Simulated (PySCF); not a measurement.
Ionisation energy of Zn by level of theory

Zn [Ar] 3d10 4s2 → Zn⁺ [Ar] 3d10 4s1 [4s1/2^1, M_J = 1/2], as a difference of total energies. All numbers are calculated (PySCF 2.14, the two-component X2C-1e Hamiltonian, in x2c-SVPall-2c with one added diffuse shell each of s, d type (6s5p4d1f, 48 functions)). Correlated levels: [Ne] frozen; the 6 highest virtual spinors dropped. "Screened" scales the spin-orbit matrix elements by Boettger's factors to mimic the two-electron term; Breit and QED terms are absent.

```json
{"method": "GHF (screened spin-orbit)", "ionisation energy (eV)": "7.786"}
{"method": "GMP2 (screened spin-orbit)", "ionisation energy (eV)": "8.789"}
```

How much does correlation contribute at GMP2 (screened spin-orbit)?

8.789 − (7.786) = 1.003 eV, measured against GHF (screened spin-orbit).

Errors of the correlated levels include the incompleteness of this basis and the frozen core.

MP2 underrates the near-degeneracy of ns² with np² in the lower species.

For comparison: 9.394 eV (measured; NIST Atomic Spectra Database, ionization energies).
